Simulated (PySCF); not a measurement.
**Static response to an electric field**

Compound: C5H9NOSi.
Structure used (PBE0-D3(BJ)/def2-SVP), in Å, numbered top down from 1:
```
atom  x, y, z in Å
N1     3.454    1.728   -0.278
C2     2.417    1.249   -0.098
C3     1.120    0.602    0.153
C4     1.275   -0.925    0.216
Si5   -0.433   -1.716    0.423
C6    -1.526   -0.667   -0.699
C7    -1.126    0.803   -0.577
O8     0.238    1.030   -0.848
H9     0.773    0.973    1.142
H10    1.727   -1.272   -0.727
H11    1.960   -1.205    1.032
H12   -0.421   -3.162    0.052
H13   -0.876   -1.581    1.847
H14   -2.594   -0.791   -0.460
H15   -1.387   -0.994   -1.743
H16   -1.673    1.420   -1.306
H17   -1.378    1.191    0.432
```

Level: wB97X-D/def2-SVPD (PySCF), static field, nuclei fixed, core orbitals frozen in the response. The polarisability tensor in these axes (au):

```
x   102.13  10.61   0.82
y    10.61  91.81  -4.62
z     0.82  -4.62  76.74
```

Problem. Give the principal values, the mean and the anisotropy Δα = √{½[(α1 − α2)² + (α2 − α3)² + (α1 − α3)²]}.

Solution. Principal values 74.82, 86.99 and 108.87 au; mean 90.23 au = 13.37 Å³ = 14.88 × 10⁻⁴⁰ C²·m²/J; Δα = 29.88 au (33 % of the mean).

Problem. What is the dipole moment, and where does it point?

Solution. (-4.13, -2.40, 1.13) D, 4.91 D in size, pointing from the negative to the positive side. Measured along this direction, the outermost atoms are N1 at the negative end and H14 at the positive end.

Problem. In a dilute gas of rigid molecules at 273 K, how does the orientational term μ²/3kT compare with the electronic polarisability?

Solution. In Gaussian units μ²/3kT = 212.96 Å³ against 13.37 Å³, a ratio of 15.93; the Debye molar polarisation (4π/3)N_A(α + μ²/3kT) is 570.9 cm³/mol, leaving out the vibrational part.

Problem. Molar refractivity from α?

Solution. Lorentz–Lorenz: R = (4π/3)N_A α = 2.5225 cm³/(mol·Å³) × 13.37 Å³ = 33.7 cm³/mol, in the limit of long wavelengths.

Problem. Give the eigenvalues of the traceless quadrupole moment Θ = ½Σq(3rr − r²1), origin at the centre of nuclear charge.

Solution. -18.90, 8.32, 10.58 D·Å. The values depend on the origin, since the dipole doesn't vanish. The electronic extent ⟨r²⟩ about the same centre is 1241 bohr², a root-mean-square distance of 2.26 Å for the 68 electrons.

One conformer (not necessarily the lowest) at the PBE0-D3(BJ)/def2-SVP geometry, without solvent, vibrations or thermal averaging.

These values come from a run that also computed excited states. On one thread of an Arm Neoverse V1 (shared host), this took 81 s wall.
